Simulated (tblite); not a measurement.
Compound: C7H8NSi (doublet state).
Geometry (GFN2-xTB, Å), atoms numbered from 1 in this order:
```xyz
17
C7H8NSi angstrom
C      2.6411   -0.7951   -0.6472
N      1.7181    0.0690   -0.5266
C      0.4106   -0.2139   -0.2192
C     -0.2443   -1.4307   -0.4127
C     -1.5866   -1.5463   -0.1232
C     -2.2983   -0.4486    0.3700
C     -1.6716    0.7588    0.5613
C     -0.3074    0.9099    0.2680
Si     0.6344    2.4613    0.4644
H      3.6238   -0.4485   -0.9298
H      2.5262   -1.8661   -0.4744
H      0.2957   -2.2739   -0.8205
H     -2.0956   -2.4855   -0.2850
H     -3.3507   -0.5553    0.5907
H     -2.2300    1.6076    0.9325
H     -0.1369    3.6340    0.8583
H      2.0645    2.6350    0.3835
```

Calculated harmonic vibrations of the isolated species, GFN2-xTB (tblite), most abundant isotopes, no scaling. Against measured fundamentals such values can be off by several per cent, at times by over 20. Modes of hydrogen on silicon can be 10 to 20 % off. One conformer, not necessarily the lowest. Open shells enter through the occupations alone, without spin polarisation, and single modes of such species can be off by tens of per cent.

Harmonic wavenumbers (cm⁻¹): 83.4, 100.3, 128.2, 182.2, 205.8, 260.1, 294.1, 384.8, 405.0, 415.4, 456.1, 518.0, 563.6, 616.6, 697.3, 703.5, 768.4, 769.9, 806.0, 863.3, 888.7, 899.5, 913.7, 1077.0, 1078.0, 1126.9, 1168.9, 1190.6, 1224.2, 1257.9, 1338.3, 1408.1, 1416.7, 1424.4, 1515.8, 1544.3, 1613.3, 2318.6, 2449.2, 2919.1, 3054.0, 3064.5, 3071.6, 3072.8, 3083.6.

A = 1847, B = 1462, C = 818.8 MHz; mass 134.043 u (most abundant isotopes); point group C1, symmetry number 1; spin multiplicity 2.

**Question.** What is the zero-point energy?

**Answer.** Half the sum of the wavenumbers: 26671 cm⁻¹ = 76.25 kcal/mol.

**Question.** Give the ideal-gas entropy at 500 K and 1 bar in the rigid-rotor, harmonic-oscillator model (classical rotation).

**Answer.** Translation 43.19, rotation 30.91, vibration 45.08, spin (R ln 2) 1.38: S = 120.5 cal/(mol K).

**Question.** And Cp and H(500 K) − H(0)?

**Answer.** Cp = 54.98 cal/(mol K), of which vibrations give 47.03 (their classical limit is 45 R = 89.4); H(500 K) − H(0) = 16.15 kcal/mol without the zero-point energy, 12.18 from vibrations.

**Question.** Blend soft modes into free rotors: weight 1/[1 + (100 cm⁻¹/ν̃)⁴] for the oscillator and the rest for a rotor with moment μB/(μ + B), μ = h/(8π²ν), B = 10⁻⁴⁴ kg m². What vibrational entropy results?

**Answer.** 43.37 cal/(mol K) in place of 45.08, which changes −T·S at 500 K by +0.85 kcal/mol.

**Question.** Which modes carry the vibrational entropy at 500 K?

**Answer.** 83.4 cm⁻¹: 4.83; 100.3 cm⁻¹: 4.46; 128.2 cm⁻¹: 3.98; 182.2 cm⁻¹: 3.29; 205.8 cm⁻¹: 3.06; 260.1 cm⁻¹: 2.61 cal/(mol K); the other 39 give 22.85 together.

Hindered rotation and anharmonicity are outside this model. Other conformers, if any are populated, would add a mixing term that is left out. The structure is chiral; the term R ln 2 for an equal mix with its mirror image is left out.
